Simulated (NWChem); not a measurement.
System: C2H6In cation; SMILES [CH3][In+][CH3]

The following NWChem deck was run.

```
start job
memory heap 200 mb stack 900 mb global 1100 mb
charge 1
geometry units angstroms noautosym nocenter noautoz
  In     0.000000     0.000000     0.000000
  C      0.000000     0.000000     2.125321
  H     -0.282452    -1.013011     2.473079
  H     -0.736067     0.751117     2.473079
  H      1.018520     0.261895     2.473079
  C      0.000000     0.000000    -2.125321
  H      0.751117    -0.736067    -2.473079
  H      0.261895     1.018520    -2.473079
  H     -1.013011    -0.282452    -2.473079
end
basis spherical
  In library def2-svp
  C library def2-svp
  H library def2-svp
end
ecp
  In library def2-ecp
end
dft
  xc hfexch
  iterations 150
end
tddft
  nroots 8
  notriplet
end
task tddft energy
```

NWChem printed, in part:

```
             Northwest Computational Chemistry Package (NWChem) 7.3.0
             --------------------------------------------------------

                             Geometry "geometry" -> ""
                             -------------------------

 Output coordinates in angstroms (scale by  1.889725989 to convert to a.u.)

  No.       Tag          Charge          X              Y              Z
 ---- ---------------- ---------- -------------- -------------- --------------
    1 In                  49.0000     0.00000000     0.00000000     0.00000000
    2 C                    6.0000     0.00000000     0.00000000     2.12532100
    3 H                    1.0000    -0.28245200    -1.01301100     2.47307900
    4 H                    1.0000    -0.73606700     0.75111700     2.47307900
    5 H                    1.0000     1.01852000     0.26189500     2.47307900
    6 C                    6.0000     0.00000000     0.00000000    -2.12532100
    7 H                    1.0000     0.75111700    -0.73606700    -2.47307900
    8 H                    1.0000     0.26189500     1.01852000    -2.47307900
    9 H                    1.0000    -1.01301100    -0.28245200    -2.47307900

 Effective nuclear repulsion energy (a.u.)     232.6815964318

 Summary of "ao basis" -> "ao basis" (spherical)
 ------------------------------------------------------------------------------
       Tag                 Description            Shells   Functions and Types
 ---------------- ------------------------------  ------  ---------------------
 In                         def2-svp                10       26   4s4p2d
 C                          def2-svp                 6       14   3s2p1d
 H                          def2-svp                 3        5   2s1p

            General Information
            -------------------
          SCF calculation type: DFT
          Wavefunction type:  closed shell.
          No. of atoms     :     9
          No. of electrons :    38
           Alpha electrons :    19
            Beta electrons :    19
          Charge           :     1
          Spin multiplicity:     1
          Use of symmetry is: off; symmetry adaption is: off
          Maximum number of iterations: 150
          AO basis - number of functions:    84
                     number of shells:    40
          Convergence on energy requested:  1.00D-06
          Convergence on density requested:  1.00D-05
          Convergence on gradient requested:  5.00D-04

              XC Information
              --------------
                     Hartree-Fock (Exact) Exchange  1.000

      Superposition of Atomic Density Guess
      -------------------------------------

 Sum of atomic energies:        -296.29559701

 Renormalizing density from      39.00 to     38

      Non-variational initial energy
      ------------------------------

 Total energy =    -265.962738
 1-e energy   =    -651.401387
 2-e energy   =     269.497702
 HOMO         =      -0.615005
 LUMO         =      -0.321068

   convergence    iter        energy       DeltaE   RMS-Dens  Diis-err
 ---------------- ----- ----------------- --------- --------- ---------
 d= 0,ls=0.0,diis     1   -268.0538952381 -3.84D+02  1.02D-02  6.61D-01
 d= 0,ls=0.0,diis     2   -268.1281001660 -7.42D-02  2.56D-03  7.38D-02
 d= 0,ls=0.0,diis     3   -268.1377844645 -9.68D-03  8.80D-04  2.72D-03
 d= 0,ls=0.0,diis     4   -268.1383902932 -6.06D-04  1.97D-04  2.45D-04
 d= 0,ls=0.0,diis     5   -268.1384325125 -4.22D-05  5.90D-05  3.60D-06
  Resetting Diis
 d= 0,ls=0.0,diis     6   -268.1384337607 -1.25D-06  8.11D-06  5.90D-08
 d= 0,ls=0.0,diis     7   -268.1384337806 -1.99D-08  1.05D-06  1.53D-09

         Total DFT energy =     -268.138433780563
      One electron energy =     -662.623250743699
           Coulomb energy =      306.610963413842
    Exchange-Corr. energy =      -28.067093132023
 Nuclear repulsion energy =      115.940946681317

 Numeric. integr. density =        0.000000000000

                       DFT Final Molecular Orbital Analysis
                       ------------------------------------

 Vector   17  Occ=2.000000D+00  E=-7.337553D-01
              MO Center=  5.4D-03,  5.4D-03, -1.4D-10, r^2= 6.4D+00
   Bfn.  Coefficient  Atom+Function         Bfn.  Coefficient  Atom+Function
  ----- ------------  ---------------      ----- ------------  ---------------
    46      0.257475  4 H  s                 70      0.257475  7 H  s
    30     -0.216642  2 C  px                31      0.216516  2 C  py
    59      0.216516  6 C  px                60     -0.216642  6 C  py
    51     -0.131056  5 H  s                 75     -0.131057  8 H  s
    41     -0.126419  3 H  s                 80     -0.126419  9 H  s

[...]

                                NWChem TDDFT Module
                                -------------------

            General Information
            -------------------
           No. of orbitals :     168
            Alpha orbitals :      84
             Beta orbitals :      84
        Alpha frozen cores :       0
         Beta frozen cores :       0
     Alpha frozen virtuals :       0
      Beta frozen virtuals :       0
         Spin multiplicity :       1
    Number of AO functions :      84
        Use of symmetry is : off
      Symmetry adaption is : off
         Schwarz screening :  0.10D-07

              XC Information
              --------------
              Hartree-Fock (Exact) Exchange   1.00

             TDDFT Information
             -----------------
          Calculation type : TDHF
         Wavefunction type : Restricted singlets
          No. of electrons :      38
           Alpha electrons :      19
            Beta electrons :      19
              No. of roots :       8
          Max subspacesize :    5600
            Max iterations :     100
               Target root :       1
           Target symmetry : none
      Symmetry restriction : off
                 Algorithm : Optimal
        Davidson threshold :  0.10D-03

    8 smallest eigenvalue differences (eV)
--------------------------------------------------------
  No. Spin  Occ  Vir  Irrep   E(Occ)    E(Vir)   E(Diff)
--------------------------------------------------------
    1    1   19   20 a        -0.577    -0.140    11.905
    2    1   19   21 a        -0.577    -0.140    11.905
    3    1   19   22 a        -0.577    -0.101    12.962
    4    1   18   20 a        -0.687    -0.140    14.880
    5    1   18   21 a        -0.687    -0.140    14.880
    6    1   19   23 a        -0.577    -0.010    15.453
    7    1   18   22 a        -0.687    -0.101    15.936
    8    1   17   20 a        -0.734    -0.140    16.158
--------------------------------------------------------

  Entering Davidson iterations
  Restricted singlet excited states

  Iter   NTrls   NConv    DeltaV     DeltaE      Time
  ----  ------  ------  ---------  ---------  ---------
    1      8       0     0.26E+00   0.10+100        4.3
    2     24       0     0.54E-01   0.35E-01        4.5
    3     40       0     0.31E-01   0.45E-02        4.5
    4     56       0     0.49E-01   0.42E-02        4.6
    5     72       0     0.22E-01   0.36E-02        4.7
    6     88       2     0.73E-02   0.51E-03        4.8
    7    100       6     0.56E-01   0.38E-03        3.0
    8    104       7     0.27E-01   0.27E-02        2.5
    9    106       7     0.15E-01   0.57E-03        2.5
   10    108       7     0.35E-02   0.84E-04        2.4
   11    110       7     0.17E-02   0.73E-05        2.5
   12    112       7     0.59E-03   0.21E-05        2.5
   13    114       7     0.14E-03   0.16E-06        2.6
   14    116       8     0.84E-04   0.99E-08        2.4
  ----  ------  ------  ---------  ---------  ---------
  Convergence criterion met

  Ground state a        -268.138433780563 a.u.

  ----------------------------------------------------------------------------
  Root   1 singlet a              0.218914489 a.u.                5.9570 eV
  ----------------------------------------------------------------------------
     Transition Moments    X -0.00001   Y  0.00001   Z -0.00000
     Dipole Oscillator Strength                    0.0000000000
     Electric Quadrupole                           0.0000001251
     Magnetic Dipole                               0.0000029994
     Total Oscillator Strength                     0.0000031246

     Occ.   19  a   ---  Virt.   20  a   -0.98529 X
     Occ.   19  a   ---  Virt.   26  a   -0.10434 X
     Occ.   19  a   ---  Virt.   31  a    0.10816 X
  ----------------------------------------------------------------------------
  Root   2 singlet a              0.218914489 a.u.                5.9570 eV
  ----------------------------------------------------------------------------
     Transition Moments    X  0.00001   Y  0.00001   Z -0.00000
     Dipole Oscillator Strength                    0.0000000000
     Electric Quadrupole                           0.0000001252
     Magnetic Dipole                               0.0000029997
     Total Oscillator Strength                     0.0000031249

     Occ.   19  a   ---  Virt.   21  a   -0.98529 X
     Occ.   19  a   ---  Virt.   25  a   -0.10434 X
     Occ.   19  a   ---  Virt.   30  a    0.10817 X
  ----------------------------------------------------------------------------
  Root   3 singlet a              0.274328093 a.u.                7.4649 eV
  ----------------------------------------------------------------------------
     Transition Moments    X  0.00000   Y -0.00000   Z -2.38302
     Dipole Oscillator Strength                    1.0385624521
     Electric Quadrupole                           0.0000000000
     Magnetic Dipole                               0.0000000000
     Total Oscillator Strength                     1.0385624521

[...]
```

Level: Hartree-Fock/def2-SVP with def2 effective core potentials on In, TDHF. Coordinates come from a PBE-D3(BJ)/def2-SVP optimisation. def2 effective core potentials on In; no spin-orbit coupling.
